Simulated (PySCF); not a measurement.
Species: C8H8S.
Z-matrix (Å and degrees, PBE0-D3(BJ)/def2-SVP geometry), rows numbered from 1:
```
C 
C   1  1.5011
S   2  1.6375  1  119.88
C   2  1.4801  1  117.36  3   179.78
C   4  1.4064  2  120.72  1   176.16
C   5  1.3876  4  120.94  2   179.95
C   6  1.3968  5  120.21  4    -0.08
C   7  1.3933  6  119.71  5     0.05
C   8  1.3921  7  120.09  6     0.13
H   1  1.0955  2  110.20  3     2.50
H   1  1.1023  2  110.90  3   123.59
H   1  1.1028  2  110.64  3  -117.87
H   5  1.0924  4  117.83  2     0.03
H   6  1.0924  5  119.73  4   179.89
H   7  1.0927  6  120.18  5  -179.95
H   8  1.0924  7  120.18  6  -179.93
H   9  1.0906  4  120.32  2    -0.04
```

Computed, not measured: PBE0-D3(BJ)/def2-SVP geometry optimisation, gas phase (PySCF).

Take the most abundant isotopes and a rigid rotor. The values belong to one conformer with, in the numbering `[CH3:1][C:2](=[S:3])[c:4]1[cH:5][cH:6][cH:7][cH:8][cH:9]1`, C1–C2–C4–C5 176°.

(1) What are A, B and C (MHz)?

(2) What kind of rotor is it?

(3) What does the inertial defect say?

(4) Give the coordinates in the principal-axis frame, origin at the centre of mass.

(5) Where do the levels up to J = 5 lie, in K?

(6) Which lines would a microwave search look for?

## Answers

(1) Ia = 168.39, Ib = 532.68, Ic = 697.50 u·Å²; 505379 MHz·u·Å²/I gives A = 3001, B = 948.7, C = 724.6 MHz.

(2) An asymmetric top; Ray's κ = -0.803.

(3) Not planar: Δ = Ic − Ia − Ib = -3.57 u·Å². For a rigid frame Δ = −2 Σ m c², so Σ m c² = 1.79 u·Å² lies off the ab plane: 1.62 from hydrogen and 0.17 from heavier atoms. The atom farthest from that plane is 0.94 Å away.

(4) The sense of each axis is arbitrary; atoms in the order of the calculation.
```
atom  mass (u)   a (Å)   b (Å)   c (Å)
  C1    12.000  -1.804  -1.802  -0.062
  C2    12.000  -1.327  -0.379  -0.013
  S3    31.972  -2.414   0.844   0.036
  C4    12.000   0.136  -0.152  -0.008
  C5    12.000   0.660   1.152  -0.044
  C6    12.000   2.031   1.370  -0.037
  C7    12.000   2.914   0.289   0.007
  C8    12.000   2.414  -1.011   0.044
  C9    12.000   1.039  -1.230   0.034
 H10     1.008  -2.898  -1.832  -0.103
 H11     1.008  -1.393  -2.324  -0.942
 H12     1.008  -1.466  -2.356   0.829
 H13     1.008  -0.045   1.985  -0.076
 H14     1.008   2.417   2.391  -0.068
 H15     1.008   3.993   0.461   0.013
 H16     1.008   3.098  -1.862   0.080
 H17     1.008   0.671  -2.256   0.063
```

(5) Above 0(0,0), as E/k:
J = 1: 1(0,1) 0.080, 1(1,1) 0.179, 1(1,0) 0.190
J = 2: 2(0,2) 0.240, 2(1,2) 0.329, 2(1,1) 0.361, 2(2,1) 0.656, 2(2,0) 0.657
J = 3: 3(0,3) 0.478, 3(1,3) 0.553, 3(1,2) 0.617, 3(2,2) 0.897, 3(2,1) 0.902, 3(3,1) 1.417, 3(3,0) 1.417
J = 4: 4(0,4) 0.791, 4(1,4) 0.851, 4(1,3) 0.958, 4(2,3) 1.218, 4(2,2) 1.230, 4(3,2) 1.740, 4(3,1) 1.740, 4(4,1) 2.466, 4(4,0) 2.466
J = 5: 5(0,5) 1.177, 5(1,5) 1.222, 5(1,4) 1.383, 5(2,4) 1.618, 5(2,3) 1.645, 5(3,3) 2.144, 5(3,2) 2.145, 5(4,2) 2.869, 5(4,1) 2.869, 5(5,1) 3.802, 5(5,0) 3.802

(6) The dipole components are |μa| = 2.42 D, |μb| = 1.76 D, |μc| = 0.06 D. The squared components, which scale the intensities, stand as 1.00 : 0.53 : 0.00 (a : b : c). Some lines, for components of 0.1 D or more:

```json
{"type": "a", "branch": "Q", "J(Ka,Kc)": "2(1,1) ← 2(1,2)", "MHz": "673", "lower level (cm⁻¹)": "0.228"}
{"type": "b", "branch": "Q", "J(Ka,Kc)": "1(1,0) ← 1(0,1)", "MHz": "2277", "lower level (cm⁻¹)": "0.056"}
{"type": "b", "branch": "Q", "J(Ka,Kc)": "3(1,2) ← 3(0,3)", "MHz": "2912", "lower level (cm⁻¹)": "0.332"}
{"type": "b", "branch": "R", "J(Ka,Kc)": "3(0,3) ← 2(1,2)", "MHz": "3105", "lower level (cm⁻¹)": "0.228"}
{"type": "a", "branch": "R", "J(Ka,Kc)": "2(0,2) ← 1(0,1)", "MHz": "3329", "lower level (cm⁻¹)": "0.056"}
{"type": "b", "branch": "R", "J(Ka,Kc)": "1(1,1) ← 0(0,0)", "MHz": "3726", "lower level (cm⁻¹)": "0.000"}
{"type": "a", "branch": "R", "J(Ka,Kc)": "3(1,3) ← 2(1,2)", "MHz": "4673", "lower level (cm⁻¹)": "0.228"}
{"type": "a", "branch": "R", "J(Ka,Kc)": "3(2,2) ← 2(2,1)", "MHz": "5020", "lower level (cm⁻¹)": "0.456"}
{"type": "b", "branch": "R", "J(Ka,Kc)": "2(1,2) ← 1(0,1)", "MHz": "5175", "lower level (cm⁻¹)": "0.056"}
{"type": "a", "branch": "R", "J(Ka,Kc)": "4(1,4) ← 3(1,3)", "MHz": "6212", "lower level (cm⁻¹)": "0.384"}
{"type": "a", "branch": "R", "J(Ka,Kc)": "4(3,2) ← 3(3,1)", "MHz": "6726", "lower level (cm⁻¹)": "0.985"}
{"type": "a", "branch": "R", "J(Ka,Kc)": "4(3,1) ← 3(3,0)", "MHz": "6731", "lower level (cm⁻¹)": "0.985"}
{"type": "b", "branch": "Q", "J(Ka,Kc)": "4(2,3) ← 4(1,4)", "MHz": "7644", "lower level (cm⁻¹)": "0.592"}
{"type": "b", "branch": "R", "J(Ka,Kc)": "2(2,1) ← 1(1,0)", "MHz": "9728", "lower level (cm⁻¹)": "0.132"}
{"type": "b", "branch": "Q", "J(Ka,Kc)": "4(3,1) ← 4(2,2)", "MHz": "10631", "lower level (cm⁻¹)": "0.855"}
{"type": "b", "branch": "Q", "J(Ka,Kc)": "3(3,0) ← 3(2,1)", "MHz": "10748", "lower level (cm⁻¹)": "0.627"}
{"type": "b", "branch": "Q", "J(Ka,Kc)": "3(3,1) ← 3(2,2)", "MHz": "10833", "lower level (cm⁻¹)": "0.624"}
{"type": "b", "branch": "R", "J(Ka,Kc)": "3(2,2) ← 2(1,1)", "MHz": "11177", "lower level (cm⁻¹)": "0.251"}
{"type": "b", "branch": "R", "J(Ka,Kc)": "3(2,1) ← 2(1,2)", "MHz": "11936", "lower level (cm⁻¹)": "0.228"}
{"type": "b", "branch": "R", "J(Ka,Kc)": "4(2,2) ← 3(1,3)", "MHz": "14110", "lower level (cm⁻¹)": "0.384"}
{"type": "b", "branch": "Q", "J(Ka,Kc)": "4(4,1) ← 4(3,2)", "MHz": "15123", "lower level (cm⁻¹)": "1.209"}
{"type": "b", "branch": "R", "J(Ka,Kc)": "4(3,1) ← 3(2,2)", "MHz": "17565", "lower level (cm⁻¹)": "0.624"}
```

No frequency check. No vibrational averaging or centrifugal distortion is included, and the geometry carries the error of its method. A rigid rotor knows nothing of internal rotation, which can split or shift real lines.

The run took 60 s on x86-64 server, one thread, no GPU, on a shared host. That covers the optimisation of the geometry.
